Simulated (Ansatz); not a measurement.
Geometry optimisation, RHF/def2-SVP in Ansatz.

The input (input.yaml):

```yaml
crystal:
  periodic: [false, false, false]
  atoms:
    - { symbol: Ti, position_ang: [0.141173, 0.571617, -0.477721] }
    - { symbol: "N", position_ang: [0.387809, -0.062689, 2.691504] }
    - { symbol: H, position_ang: [-0.42625, -0.387336, 3.184541] }
    - { symbol: H, position_ang: [1.191161, -0.535885, 3.067518] }
    - { symbol: Cl, position_ang: [1.935065, -0.666376, -0.571471] }
    - { symbol: F, position_ang: [-0.116591, 1.080506, -2.080467] }
    - { symbol: F, position_ang: [-1.272249, -0.304963, -0.103623] }
    - { symbol: Br, position_ang: [0.410378, 2.727584, 0.7745] }
    - { symbol: H, position_ang: [0.492103, 0.942742, 2.876018] }
basis:
  gaussian: { orbitals: def2-SVP }
hamiltonian:
  xc: hf
relax:
  f_tol: 0.03
  max_steps: 50
```

Command:

```bash
$ ansatz run input.yaml --threads 4 --pin off --max-ram 5120MiB --backend cpu --events-out ev --progress --plain --runs-dir out
```

Q: Where does it end, and by what steps?

A: It converged. After 19 steps the energy has fallen by 0.774 eV; H4 moved furthest, 1.03 Å. Joined: Ti1–N2 (3.24 → 2.30 Å).

```json
{"step": "0", "energy less start (eV)": "0.0000", "largest force component (eV/Å)": "1.160", "accepted": "yes"}
{"step": "1", "energy less start (eV)": "-0.2696", "largest force component (eV/Å)": "0.972", "accepted": "yes"}
{"step": "2", "energy less start (eV)": "-0.4712", "largest force component (eV/Å)": "0.935", "accepted": "yes"}
{"step": "3", "energy less start (eV)": "-0.6769", "largest force component (eV/Å)": "1.335", "accepted": "yes"}
{"step": "4", "energy less start (eV)": "-0.7048", "largest force component (eV/Å)": "0.892", "accepted": "yes"}
{"step": "5", "energy less start (eV)": "-0.7226", "largest force component (eV/Å)": "0.327", "accepted": "yes"}
{"step": "6", "energy less start (eV)": "-0.7242", "largest force component (eV/Å)": "0.134", "accepted": "yes"}
{"step": "7", "energy less start (eV)": "-0.7284", "largest force component (eV/Å)": "0.096", "accepted": "yes"}
{"step": "8", "energy less start (eV)": "-0.7359", "largest force component (eV/Å)": "0.128", "accepted": "yes"}
{"step": "9", "energy less start (eV)": "-0.7427", "largest force component (eV/Å)": "0.264", "accepted": "yes"}
{"step": "10", "energy less start (eV)": "-0.7454", "largest force component (eV/Å)": "0.293", "accepted": "yes"}
{"step": "11", "energy less start (eV)": "-0.7389", "largest force component (eV/Å)": "0.850", "accepted": "no"}
{"step": "12", "energy less start (eV)": "-0.7566", "largest force component (eV/Å)": "0.068", "accepted": "yes"}
{"step": "13", "energy less start (eV)": "-0.7603", "largest force component (eV/Å)": "0.339", "accepted": "yes"}
{"step": "14", "energy less start (eV)": "-0.7496", "largest force component (eV/Å)": "0.737", "accepted": "no"}
{"step": "15", "energy less start (eV)": "-0.7682", "largest force component (eV/Å)": "0.103", "accepted": "yes"}
{"step": "16", "energy less start (eV)": "-0.7721", "largest force component (eV/Å)": "0.035", "accepted": "yes"}
{"step": "17", "energy less start (eV)": "-0.7736", "largest force component (eV/Å)": "0.036", "accepted": "yes"}
{"step": "18", "energy less start (eV)": "-0.7737", "largest force component (eV/Å)": "0.080", "accepted": "yes"}
{"step": "19", "energy less start (eV)": "-0.7739", "largest force component (eV/Å)": "0.015", "accepted": "yes"}
```

```xyz
9
Properties=species:S:1:pos:R:3
Ti 0.173 0.536 0.018
N 0.386 0.082 2.260
H -0.437 0.373 2.765
H 0.503 -0.910 2.402
Cl 2.188 -0.426 -0.087
F -0.019 0.860 -1.660
F -1.185 -0.514 0.219
Br -0.046 2.820 0.772
H 1.180 0.545 2.672
```

Whether the end is a true minimum wasn't checked by a vibrational analysis.

The run took 53 s on 4 threads of Arm Neoverse V1, on a shared host, peak memory 0.41 GiB.
